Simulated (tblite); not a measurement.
Compound: C₅H₉F₃GeO.
SMILES with atom numbers: `[F:1][C:2]([F:3])([F:4])[O:5][C@H:6]1[CH2:7][CH2:8][CH2:9][GeH2:10]1` (hydrogens: H11 on C6; H12, H13 on C7; H14, H15 on C8; H16, H17 on C9; H18, H19 on Ge10)

Computed with GFN2-xTB (tblite), gas phase: L-BFGS steps from a force-field or distance-geometry start until the largest atomic force falls under 0.01 eV/Å.

Step 104: E = -966.1872 eV
```
atom  x, y, z in Å  |  force x, y, z in eV/Å
F1      3.2453   -0.6121    0.6864    0.056   0.010  -0.022
C2      2.7199   -0.0634   -0.4282   -0.028  -0.011   0.033
F3      2.3757   -1.1447   -1.1882    0.002   0.006  -0.030
F4      3.7122    0.5366   -1.0706   -0.022   0.021   0.042
O5      1.7371    0.7570   -0.2016   -0.016  -0.026   0.003
C6      0.5782    0.0802    0.3665   -0.018  -0.013   0.013
C7     -0.4428    1.1096    0.8305    0.013   0.022   0.009
C8     -1.7902    0.3990    0.9552   -0.003   0.021  -0.008
C9     -2.1337   -0.2482   -0.3882   -0.002   0.036   0.005
Ge10   -0.4023   -1.0088   -1.0041    0.015   0.044  -0.032
H11     0.9220   -0.5053    1.2251    0.004  -0.023  -0.013
H12    -0.5081    1.8985    0.0782    0.021  -0.035  -0.002
H13    -0.1482    1.5629    1.7774    0.009   0.023   0.003
H14    -2.5677    1.1060    1.2498    0.025   0.002   0.032
H15    -1.7169   -0.3666    1.7337   -0.004   0.025  -0.054
H16    -2.9624   -0.9435   -0.2865    0.032  -0.046  -0.027
H17    -2.4392    0.5277   -1.0926   -0.039  -0.028  -0.004
H18    -0.1694   -2.4852   -0.8547   -0.028   0.000   0.021
H19    -0.0191   -0.5906   -2.3955   -0.018  -0.026   0.030
```

Step 105: E = -966.1889 eV
```
atom  x, y, z in Å  |  force x, y, z in eV/Å
F1      3.2531   -0.6135    0.6798    0.028   0.013  -0.015
C2      2.7188   -0.0637   -0.4305   -0.001  -0.009   0.044
F3      2.3789   -1.1455   -1.1927    0.003   0.039  -0.025
F4      3.7071    0.5464   -1.0709   -0.042  -0.003   0.024
O5      1.7330    0.7516   -0.1988    0.021  -0.019   0.008
C6      0.5755    0.0747    0.3701   -0.007   0.025   0.029
C7     -0.4427    1.1082    0.8328    0.020   0.025   0.015
C8     -1.7928    0.4024    0.9543    0.024   0.033  -0.011
C9     -2.1329   -0.2458   -0.3891    0.006   0.007   0.006
Ge10   -0.4026   -1.0076   -1.0044    0.006   0.018   0.005
H11     0.9174   -0.5101    1.2298    0.017  -0.031  -0.018
H12    -0.5013    1.8972    0.0806    0.008  -0.029  -0.022
H13    -0.1509    1.5643    1.7796    0.020  -0.005  -0.002
H14    -2.5666    1.1129    1.2503    0.012  -0.008   0.011
H15    -1.7215   -0.3628    1.7327   -0.010   0.012  -0.042
H16    -2.9545   -0.9491   -0.2869   -0.002  -0.019  -0.035
H17    -2.4367    0.5261   -1.0978   -0.070  -0.021   0.006
H18    -0.1714   -2.4828   -0.8515   -0.028  -0.018   0.017
H19    -0.0194   -0.5938   -2.3945   -0.004  -0.011   0.005
```

Step 106: E = -966.1896 eV
```
atom  x, y, z in Å  |  force x, y, z in eV/Å
F1      3.2559   -0.6141    0.6758    0.013   0.007  -0.009
C2      2.7175   -0.0638   -0.4318    0.014  -0.008   0.031
F3      2.3802   -1.1445   -1.1972    0.003   0.044  -0.013
F4      3.7034    0.5516   -1.0711   -0.036  -0.005   0.012
O5      1.7304    0.7489   -0.1985    0.028  -0.005   0.020
C6      0.5743    0.0721    0.3730    0.006   0.029   0.027
C7     -0.4423    1.1075    0.8348    0.016   0.018   0.006
C8     -1.7938    0.4046    0.9536    0.028   0.022  -0.009
C9     -2.1324   -0.2448   -0.3897    0.002   0.000  -0.004
Ge10   -0.4021   -1.0075   -1.0035   -0.005  -0.004   0.023
H11     0.9176   -0.5123    1.2322    0.018  -0.032  -0.013
H12    -0.4977    1.8949    0.0813    0.006  -0.015  -0.030
H13    -0.1512    1.5650    1.7812    0.021  -0.013  -0.001
H14    -2.5662    1.1158    1.2499    0.000   0.002   0.003
H15    -1.7249   -0.3603    1.7319   -0.008  -0.002  -0.029
H16    -2.9521   -0.9509   -0.2890   -0.003  -0.006  -0.027
H17    -2.4367    0.5254   -1.1000   -0.072  -0.018   0.010
H18    -0.1739   -2.4838   -0.8485   -0.029  -0.009   0.012
H19    -0.0157   -0.5945   -2.3916   -0.001  -0.007  -0.009
```

Step 107: E = -966.1903 eV
```
atom  x, y, z in Å  |  force x, y, z in eV/Å
F1      3.2583   -0.6144    0.6727    0.006  -0.015   0.018
C2      2.7166   -0.0643   -0.4321    0.021   0.001   0.006
F3      2.3812   -1.1433   -1.2009    0.002   0.035  -0.004
F4      3.7006    0.5551   -1.0697   -0.014   0.007  -0.014
O5      1.7287    0.7463   -0.1983    0.023   0.018   0.037
C6      0.5739    0.0701    0.3760    0.018   0.021   0.012
C7     -0.4412    1.1071    0.8362    0.009   0.004  -0.004
C8     -1.7940    0.4070    0.9526    0.012   0.008  -0.004
C9     -2.1326   -0.2435   -0.3900   -0.001  -0.013  -0.016
Ge10   -0.4019   -1.0063   -1.0031   -0.008  -0.022   0.039
H11     0.9191   -0.5151    1.2335    0.012  -0.027  -0.005
H12    -0.4948    1.8917    0.0804    0.009   0.005  -0.035
H13    -0.1514    1.5665    1.7819    0.023  -0.015   0.003
H14    -2.5647    1.1190    1.2503   -0.011   0.010  -0.007
H15    -1.7284   -0.3585    1.7293    0.002  -0.019  -0.004
H16    -2.9485   -0.9546   -0.2905   -0.003   0.008  -0.012
H17    -2.4418    0.5239   -1.1005   -0.067  -0.007   0.001
H18    -0.1772   -2.4838   -0.8458   -0.031   0.005   0.005
H19    -0.0114   -0.5936   -2.3893    0.000  -0.005  -0.019
```

**Question.** Estimate the geometry and energy of step 108. (The exact step hangs on the optimiser's Hessian estimate; all steps are aligned on step 107, rigid shifts and turns removed.)

**Answer.** E = -966.1909 eV, largest force 0.055 eV/Å
```
atom  x, y, z in Å  |  force x, y, z in eV/Å
F1      3.2590   -0.6153    0.6712    0.002  -0.027   0.026
C2      2.7162   -0.0643   -0.4321    0.021   0.009  -0.007
F3      2.3810   -1.1411   -1.2038    0.002   0.024   0.005
F4      3.6993    0.5566   -1.0689    0.005   0.017  -0.025
O5      1.7285    0.7459   -0.1974    0.016   0.028   0.045
C6      0.5744    0.0698    0.3783    0.023   0.003  -0.006
C7     -0.4403    1.1071    0.8372    0.000  -0.008  -0.013
C8     -1.7939    0.4085    0.9517   -0.003  -0.007   0.000
C9     -2.1333   -0.2424   -0.3907   -0.002  -0.012  -0.021
Ge10   -0.4020   -1.0054   -1.0023   -0.003  -0.024   0.035
H11     0.9217   -0.5170    1.2341    0.001  -0.017  -0.001
H12    -0.4932    1.8898    0.0793    0.013   0.012  -0.029
H13    -0.1514    1.5670    1.7825    0.023  -0.009   0.007
H14    -2.5633    1.1208    1.2512   -0.017   0.013  -0.015
H15    -1.7308   -0.3587    1.7265    0.012  -0.021   0.013
H16    -2.9467   -0.9567   -0.2918   -0.002   0.012   0.001
H17    -2.4473    0.5233   -1.1007   -0.055  -0.001  -0.005
H18    -0.1798   -2.4838   -0.8429   -0.032   0.014   0.002
H19    -0.0078   -0.5947   -2.3886   -0.004  -0.007  -0.014
```

The energy changes by -0.0005 eV. The first-order estimate −F·Δx gives -0.0007 eV and the mean of the old and new forces, exact on a quadratic surface, -0.0006 eV. The step makes an angle of 63° with the force vector and moves no atom by more than 0.006 Å.

What follows is the cost of the whole relaxation. Hardware: one thread, Intel Xeon at 2.70 GHz (x86_64) (shared host). Cost: 1.9 s wall.
